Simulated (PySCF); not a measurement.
Ga(Cl)(Br)(OH) (BrClGaHO), SMILES [OH][Ga]([Cl])[Br].

Coordinates come from a PBE0-D3(BJ)/def2-SVP optimisation. The structure was generated by enumeration; whether it is a known compound was not checked. Other conformers were not sampled.

Two levels are set side by side: TDA-PBE/def2-SVPD (PySCF) and TDA-ωB97X/def2-SVPD (PySCF). Vertical, same geometry. The lowest singlet is HOMO→LUMO 99 % with PBE and HOMO→LUMO 89 % with the other functional; states are paired by order. Differences are taken from unrounded values.

| quantity | TDA-ωB97X | TDA-PBE | TDA-PBE minus TDA-ωB97X |
|---|---|---|---|
| lowest singlet excitation (eV) | 6.21 | 5.00 | -1.22 |
| lowest triplet excitation (TDA) (eV) | 5.75 | 4.66 | -1.09 |
| first bright state (f over 0.05) (eV) | 7.57 | 6.97 | -0.60 |
| its oscillator strength | 0.09 | 0.13 | 0.04 |

Functionals without exact exchange tend to place singlet excitations lower, as here. Differences between two approximate levels are no errors against the true value.

Rough cost on one machine, each run with all the roots and properties that it gave: TDA-ωB97X against TDA-PBE about 4 times.
